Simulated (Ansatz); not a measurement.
Program: Ansatz. Geometries: PBE0-D4/def2-TZVP. ΔE: electronic, gas phase. CCSD(T)/CBS adds triple-zeta CCSD(T) − MP2 to the extrapolated MP2 energy (def2 sets, frozen cores). Functionals use def2-TZVPP. B3LYP here is the variant with VWN-RPA as its local correlation; programs differ in this. For As outer-core shells are correlated without core-valence functions, which leaves a few kJ/mol of doubt a bond. Scalar relativity is left out up to krypton. One conformer a species, not always the lowest.

`C[SiH2][Si](F)(F)F` + `O[AsH2]` → `C[SiH2][AsH]O` + `F[SiH](F)F`  (cleavage of the Si–Si bond)

`C[SiH2][Si](F)(F)F`:

```xyz
11

C     0.032    1.054   -1.384
Si    0.310   -0.612   -0.577
Si   -0.256   -0.510    1.682
F     0.606    0.572    2.456
F    -0.046   -1.885    2.436
F    -1.774   -0.103    1.890
H     0.295    1.012   -2.443
H     0.647    1.821   -0.909
H    -1.014    1.354   -1.302
H    -0.533   -1.670   -1.194
H     1.734   -1.032   -0.655
```

`O[AsH2]`:

```xyz
5

O     0.556    0.635   -0.723
As   -0.561   -0.073    0.501
H     0.295    1.548   -0.864
H    -0.817   -1.374   -0.256
H     0.527   -0.736    1.342
```

`C[SiH2][AsH]O`:

```xyz
11

C    -1.036   -1.054    0.397
Si   -0.505    0.717    0.664
As    1.182    1.348   -0.883
O     2.061   -0.239   -0.749
H    -1.542   -1.162   -0.564
H    -1.714   -1.383    1.188
H    -0.157   -1.702    0.395
H     0.052    0.909    2.030
H    -1.633    1.675    0.484
H     0.296    0.959   -2.072
H     2.995   -0.068   -0.891
```

`F[SiH](F)F`:

Cartesian coordinates in Å:
```
F -0.608 -0.180 1.424
Si 0.040 0.009 0.003
F -0.718 1.174 -0.732
F -0.178 -1.316 -0.817
H 1.464 0.313 0.122
```

```csv
level,ΔE (eV)
PBE-D4,-0.27
B3LYP-D4,-0.32
```

Question: What does CCSD(T)/CBS give? (Estimate.)

Answer: Ansatz gave: -0.39 eV. The listed levels differ from it by 0.12, 0.07 eV.

Largest T1 diagnostic among the species: 0.012.

From PBE to PBE0 (25 % exact exchange), in def2-TZVPP and without D4, ΔE moves by −0.03 eV.
